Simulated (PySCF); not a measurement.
Working out the ionisation energy of O⁺

O⁺ [He] 2s2 2p3 (4S) → O²⁺ [He] 2s2 2p2 (3P). Computed with PySCF 2.14 in aug-cc-pCVTZ-DK (7s6p4d2f, 59 functions), with the spin-free X2C one-electron Hamiltonian (Gaussian nucleus). Frozen: nothing. Energies in hartree (1 hartree = 27.21139 eV):

```tsv
part	O⁺ (lower)	O²⁺ (upper)
UHF	-74.423423	-73.153752
MP2 opposite-spin	-0.117203	-0.109669
MP2 same-spin	-0.036031	-0.018814
```

Question: What does Hartree-Fock give?

Answer: (-73.153752) − (-74.423423) = 1.269671 hartree = 34.550 eV.

Question: What do MP2 and SCS-MP2 (6/5 opposite-spin, 1/3 same-spin) give?

Answer: The opposite-spin parts differ by 0.205 eV and the same-spin parts by 0.468 eV. MP2: 34.550 + (0.205) + (0.468) = 35.223 eV. SCS-MP2: 34.550 + 1.2 × (0.205) + (0.468)/3 = 34.952 eV.

A first-order spin-orbit estimate adds -0.027 eV to MP2 (valence and next inner shell), giving 35.196 eV against 35.121 eV (measured; NIST Atomic Spectra Database, ionization energies).

What remains against the reference includes basis incompleteness and correlation beyond second order.
